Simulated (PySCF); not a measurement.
C3H7O, doublet, at a GFN2-xTB geometry; PySCF with WB97X/STO-3G.

Here is a job for PySCF.
```python
from pyscf import gto, scf, dft

mol = gto.M(
    atom='''
C     1.47636091    0.46690084    0.43656209
O     0.67912262    0.16234169   -0.62321348
C    -0.43280872   -0.65426045   -0.34422677
C    -1.53589260    0.10514891    0.39027090
H     2.33584498    1.04898782    0.16980171
H     1.50487155   -0.20483374    1.27848841
H    -0.12026787   -1.52387992    0.25181567
H    -0.79348822   -1.00042701   -1.31669844
H    -1.86163835    0.95462183   -0.20442846
H    -1.16166216    0.47186307    1.34336563
H    -2.38259847   -0.55180144    0.56772592
''',
    basis='sto-3g',
    spin=1,
    verbose=4,
)

mf = dft.UKS(mol)
mf.xc = 'wb97x'
mf.grids.level = 4
mf.kernel()
```

**Question.** Write the output that PySCF gives for this input, abridged.

**Answer.** 
```
PySCF version 2.14.0

[INPUT] verbose = 4
[INPUT] num. atoms = 11
[INPUT] num. electrons = 33
[INPUT] charge = 0
[INPUT] spin (= nelec alpha-beta = 2S) = 1
[INPUT] symmetry False subgroup None
[INPUT] Mole.unit = angstrom
[INPUT] Symbol           X                Y                Z      unit          X                Y                Z       unit  Magmom
[INPUT]  1 C      1.476360910000   0.466900840000   0.436562090000 AA    2.789917780914   0.882314714929   0.824982786468 Bohr   0.0
[INPUT]  2 O      0.679122620000   0.162341690000  -0.623213480000 AA    1.283355756797   0.306781332699  -1.177702794337 Bohr   0.0
[INPUT]  3 C     -0.432808720000  -0.654260450000  -0.344226770000 AA   -0.817889945124  -1.236373064635  -0.650494320044 Bohr   0.0
[INPUT]  4 C     -1.535892600000   0.105148910000   0.390270900000 AA   -2.902416370746   0.198702642197   0.737505115388 Bohr   0.0
[INPUT]  5 H      2.335844980000   1.048987820000   0.169801710000 AA    4.414107281640   1.982299687805   0.320878727383 Bohr   0.0
[INPUT]  6 H      1.504871550000  -0.204833740000   1.278488410000 AA    2.843795082150  -0.387079669670   2.415992948331 Bohr   0.0
[INPUT]  7 H     -0.120267870000  -1.523879920000   0.251815670000 AA   -0.227273335885  -2.879715695524   0.475862650174 Bohr   0.0
[INPUT]  8 H     -0.793488220000  -1.000427010000  -1.316698440000 AA   -1.499475418869  -1.890533056518  -2.488199440242 Bohr   0.0
[INPUT]  9 H     -1.861638350000   0.954621830000  -0.204428460000 AA   -3.517986624487   1.803973811231  -0.386313801467 Bohr   0.0
[INPUT] 10 H     -1.161662160000   0.471863070000   1.343365630000 AA   -2.195223331671   0.891691970596   2.538593125854 Bohr   0.0
[INPUT] 11 H     -2.382598470000  -0.551801440000   0.567725920000 AA   -4.502458573108  -1.042753596741   1.072846502617 Bohr   0.0

nuclear repulsion = 127.711356115621
number of shells = 19
number of NR pGTOs = 81
number of NR cGTOs = 27
basis = sto-3g
ecp = {}

******** <class 'pyscf.dft.uks.UKS'> ********
method = UKS
initial guess = minao
damping factor = 0
level_shift factor = 0
DIIS = <class 'pyscf.scf.diis.CDIIS'>
diis_start_cycle = 1
diis_space = 8
diis_damp = 0
SCF conv_tol = 1e-09
SCF conv_tol_grad = None
SCF max_cycles = 50
direct_scf = True
direct_scf_tol = 1e-13
number electrons alpha = 17  beta = 16
XC library pyscf.dft.libxc version 7.1.2
    S. Lehtola, C. Steigemann, M. J. T. Oliveira, and M. A. L. Marques,  SoftwareX 7, 1–5 (2018)
XC functionals = wb97x
    J.-D. Chai and M. Head-Gordon,  J. Chem. Phys. 128, 084106 (2008)
radial grids:
    Treutler-Ahlrichs [JCP 102, 346 (1995); DOI:10.1063/1.469408] (M4) radial grids

becke partition: Becke, JCP 88, 2547 (1988); DOI:10.1063/1.454033
pruning grids: <function nwchem_prune>
grids dens level: 4
symmetrized grids: False
atomic radii adjust function: <function treutler_atomic_radii_adjust>
small_rho_cutoff = 0
Set gradient conv threshold to 3.16228e-05
tot grids = 224040
init E= -191.629624761257

cycle= 1 E= -191.147392350827  delta_E= 0.482  |g|= 0.257  |ddm|= 2.81
cycle= 2 E= -191.176457340451  delta_E= -0.0291  |g|= 0.18  |ddm|= 0.531
cycle= 3 E= -191.193930189586  delta_E= -0.0175  |g|= 0.0157  |ddm|= 0.208
cycle= 4 E= -191.194172739387  delta_E= -0.000243  |g|= 0.00558  |ddm|= 0.0325
cycle= 5 E= -191.194200609576  delta_E= -2.79e-05  |g|= 0.00159  |ddm|= 0.0101
cycle= 6 E= -191.194203978392  delta_E= -3.37e-06  |g|= 0.00051  |ddm|= 0.00379
cycle= 7 E= -191.194204369406  delta_E= -3.91e-07  |g|= 0.000122  |ddm|= 0.00142
cycle= 8 E= -191.194204397645  delta_E= -2.82e-08  |g|= 3.94e-05  |ddm|= 0.000387
cycle= 9 E= -191.194204400585  delta_E= -2.94e-09  |g|= 1.58e-05  |ddm|= 0.000115
cycle= 10 E= -191.194204401088  delta_E= -5.03e-10  |g|= 5.44e-06  |ddm|= 5.08e-05
Extra cycle  E= -191.194204401132  delta_E= -4.4e-11  |g|= 2.45e-06  |ddm|= 1.18e-05
converged SCF energy = -191.194204401132  <S^2> = 0.75235797  2S+1 = 2.0023566
```
